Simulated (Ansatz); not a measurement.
`OBCl` + `C/C=[N]\[GeH3]` → `OB/C=[N]/[GeH3]` + `CCl`  (formal exchange of groups at a B–Cl bond)

Isolated molecules relaxed with PBE0-D4/def2-TZVP in Ansatz; ΔE leaves out vibrations. CCSD(T)/CBS is the MP2 limit (def2-TZVPP, def2-QZVPP) plus CCSD(T) − MP2 in def2-TZVPP, frozen cores. This one scheme is used for every species. Double bonds are as drawn, so ΔE can hold a change between cis and trans. Functionals use def2-TZVPP. B3LYP here is the variant with VWN-RPA as its local correlation; programs differ in this. For Ge outer-core shells are correlated without core-valence functions, which leaves a few kJ/mol of doubt a bond. Scalar relativity is left out up to krypton. One conformer a species, not always the lowest.

```json
{"level": "PBE-D4", "ΔE (kcal/mol)": "32.1", "difference from CCSD(T)/CBS": "0.5"}
{"level": "r2SCAN-D4", "ΔE (kcal/mol)": "33.7", "difference from CCSD(T)/CBS": "2.1"}
{"level": "PBE0-D4", "ΔE (kcal/mol)": "32.8", "difference from CCSD(T)/CBS": "1.2"}
{"level": "B3LYP-D4", "ΔE (kcal/mol)": "31.4", "difference from CCSD(T)/CBS": "-0.2"}
{"level": "ωB97X-V", "ΔE (kcal/mol)": "31.8", "difference from CCSD(T)/CBS": "0.2"}
{"level": "ωB97M-V", "ΔE (kcal/mol)": "32.2", "difference from CCSD(T)/CBS": "0.6"}
{"level": "PBE", "ΔE (kcal/mol)": "31.7", "difference from CCSD(T)/CBS": "0.1"}
{"level": "r2SCAN", "ΔE (kcal/mol)": "33.6", "difference from CCSD(T)/CBS": "2.0"}
{"level": "PBE0", "ΔE (kcal/mol)": "32.4", "difference from CCSD(T)/CBS": "0.8"}
{"level": "B3LYP", "ΔE (kcal/mol)": "30.6", "difference from CCSD(T)/CBS": "-1.0"}
{"level": "HF/def2-TZVPP", "ΔE (kcal/mol)": "31.0", "difference from CCSD(T)/CBS": "-0.6"}
{"level": "MP2/def2-TZVPP", "ΔE (kcal/mol)": "33.4", "difference from CCSD(T)/CBS": "1.8"}
{"level": "SCS-MP2/def2-TZVPP", "ΔE (kcal/mol)": "31.8", "difference from CCSD(T)/CBS": "0.2"}
{"level": "CCSD(T)/def2-TZVPP", "ΔE (kcal/mol)": "31.8", "difference from CCSD(T)/CBS": "0.2"}
{"level": "SCS-MP2/def2-QZVPP", "ΔE (kcal/mol)": "31.7", "difference from CCSD(T)/CBS": "0.1"}
{"level": "CCSD/CBS(def2)", "ΔE (kcal/mol)": "31.5", "difference from CCSD(T)/CBS": "-0.1"}
{"level": "CCSD(T)/CBS", "ΔE (kcal/mol)": "31.6", "difference from CCSD(T)/CBS": "0"}
```

Largest T1 diagnostic among the species: 0.014.

In def2-TZVPP, CCSD(T) changes the Hartree–Fock value by +0.7 kcal/mol (the triples alone add +0.1 kcal/mol) and MP2 by +2.4 kcal/mol. From PBE to PBE0 (25 % exact exchange), in def2-TZVPP and without D4, ΔE moves by +0.7 kcal/mol. The D4 term adds +0.8 kcal/mol with B3LYP and +0.4 kcal/mol with PBE0; it sums over pairs of atoms, weighted by their polarisabilities, and B3LYP, whose exchange is more repulsive, gets the larger term.
